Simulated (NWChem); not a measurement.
System: CHClF$_{2}$; SMILES FC(F)Cl

The following NWChem deck was run.

```
start job
memory heap 200 mb stack 900 mb global 1100 mb
geometry units angstroms noautosym nocenter noautoz
  F     -0.145291     1.038489     1.090958
  C      0.371571     0.454133     0.000000
  F     -0.145291     1.038489    -1.090958
  Cl    -0.056434    -1.290291     0.000000
  H      1.458580     0.543970     0.000000
end
basis spherical
  * library 6-311g**
end
dft
  xc b3lyp
  iterations 150
end
tddft
  cis
  ecut -98.0
  nroots 6
  notriplet
end
task tddft energy
```

Structure relaxed at the B3LYP/6-31G* (spherical d) level. B3LYP is NWChem's, with the RPA form of VWN correlation.

Core excitations by TDA in a window of 1s orbitals, non-relativistic and unshifted: absolute energies depend strongly on the exact-exchange share.

**Question.** Predict the main results of this run. (B3LYP/6-311G** (spherical d), restricted-window TDA.) Quantities: first 1s excitation (eV); dipole oscillator strength of the first; first state with f > 0.002 (eV); dipole oscillator strength of that state.

**Answer.** 
```
Property                                  Result
----------------------------------------  ------
first 1s excitation (eV)                  2761.3
dipole oscillator strength of the first   0.0040
first state with f > 0.002 (eV)           2761.3
dipole oscillator strength of that state  0.0040
```
